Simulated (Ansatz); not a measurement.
CH5N2S, charge +1, singlet, geometry from GFN2-xTB, with bond 6-1 at 2.4 times its length; CASSCF(2,4)/STO-3G run with Ansatz (a first-principles code).

Here is a job for Ansatz.
Ansatz 0.2 input:
```yaml
crystal:
  periodic: [false, false, false]
  atoms:
    - {symbol: N, position_ang: [1.14434932, -1.06036207, -0.25106294]}
    - {symbol: C, position_ang: [0.11910496, -0.23539371, -0.05081311]}
    - {symbol: N, position_ang: [-1.23769525, -0.94713621, -0.14183329]}
    - {symbol: S, position_ang: [0.09324168, 1.34096165, 0.26131887]}
    - {symbol: H, position_ang: [1.06442170, -2.04713255, -0.44294642]}
    - {symbol: H, position_ang: [3.37954842, -0.12907272, -0.14873884]}
    - {symbol: H, position_ang: [-1.95590988, -0.22357537, 0.02719969]}
    - {symbol: H, position_ang: [-1.33868644, -1.68585130, 0.57024315]}
    - {symbol: H, position_ang: [-1.39858284, -1.36165210, -1.07201812]}
basis:
  gaussian:
    orbitals: STO-3G
hamiltonian:
  xc: hf
total_charge: 1
magnetization: {spin_polarized: false}
correlation: {active_space: {window: {electrons: 2, orbitals: 4}}}
```

**Question.** Predict the main parts of the log of this Ansatz run.

**Answer.** 
```
Functional definition: HF
372 factors; integrals over basis functions are off by at most 4.7e-5 eV
mean field evaluation 1: about -14699.7930 eV, gradient 3.0e1 eV
mean field evaluation 2: about -14699.9536 eV, gradient 3.0e1 eV
mean field evaluation 4: about -14701.9475 eV, gradient 1.2e1 eV
mean field evaluation 8: about -14704.6252 eV, gradient 3.0e0 eV
mean field evaluation 16: about -14704.7272 eV, gradient 2.1e-2 eV
mean field evaluation 32: about -14704.9549 eV, gradient 2.8e-2 eV
mean field evaluation 64: about -14704.9004 eV, gradient 2.8e0 eV
mean field -14704.95496511 eV, -540.3971275912 hartree, gradient 3.1e-6 eV, S^2 0.000000; 5 other end points of the search recorded, 0 dependent functions left out
reference -14704.95496511 eV, -540.3971275912 hartree; 20, 20 occupied and 9, 9 virtual orbitals, 372 factors
state -14709.89436524 eV, -540.5786471980 hartree
Total energy: -14709.89436524 eV, -540.5786471980 hartree
```
